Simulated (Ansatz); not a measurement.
**Ligand exchange: C2H5FMg + H3NO → C2H7MgN + HOF**

Species: C2H5FMg `C[CH2][Mg][F]`, singlet; H3NO `NO`, singlet; C2H7MgN `C[CH2][Mg][NH2]`, singlet; HOF (hypofluorous acid) `OF`, singlet. The partners trade F for NH2: Mg–F and O–NH2 bonds give way to Mg–NH2 and O–F.

Shapes, held fixed at every level: PBE0-D4/def2-TZVP. Flexible molecules stand in one conformer, not always the lowest. Programs: Ansatz 0.2.0. The zero-point and thermal change to 298 K, harmonic and unscaled (PBE0-D4/def2-TZVP), is -9.3 kJ/mol.

Task: Estimate ΔH(298 K) of this reaction.

Result: The highest level, CCSD(T)/def2-TZVPP, gives ΔH(298 K) = +300.5 kJ/mol; the levels span +298.2 to +329.5. The column of differences is taken from that level and isn't an error. No measured value is set beside it here. Outer-core shells of Mg are correlated in most correlated rows, in sets that cover them unevenly.

```json
{"level": "HF/def2-TZVPP", "kind": "Hartree–Fock", "ΔH(298 K) (kJ/mol)": "+329.5", "less CCSD(T)/def2-TZVPP": "+29.0"}
{"level": "r2SCAN-D4/def2-TZVPP", "kind": "meta-GGA", "ΔH(298 K) (kJ/mol)": "+298.2", "less CCSD(T)/def2-TZVPP": "-2.3"}
{"level": "BHLYP-D4/def2-TZVPP", "kind": "global hybrid", "ΔH(298 K) (kJ/mol)": "+316.5", "less CCSD(T)/def2-TZVPP": "+16.0"}
{"level": "r2SCAN0-D4/def2-TZVPP", "kind": "global hybrid", "ΔH(298 K) (kJ/mol)": "+309.5", "less CCSD(T)/def2-TZVPP": "+9.0"}
{"level": "wB97X-V/def2-TZVPP", "kind": "range-separated hybrid", "ΔH(298 K) (kJ/mol)": "+305.0", "less CCSD(T)/def2-TZVPP": "+4.5"}
{"level": "MP2/def2-SVP", "kind": "perturbation theory", "ΔH(298 K) (kJ/mol)": "+327.0", "less CCSD(T)/def2-TZVPP": "+26.5"}
{"level": "CCSD/def2-SVP", "kind": "coupled cluster or CI", "ΔH(298 K) (kJ/mol)": "+319.6", "less CCSD(T)/def2-TZVPP": "+19.1"}
{"level": "CCSD(T)/def2-TZVPP", "kind": "coupled cluster or CI", "ΔH(298 K) (kJ/mol)": "+300.5", "less CCSD(T)/def2-TZVPP": "0.0"}
```
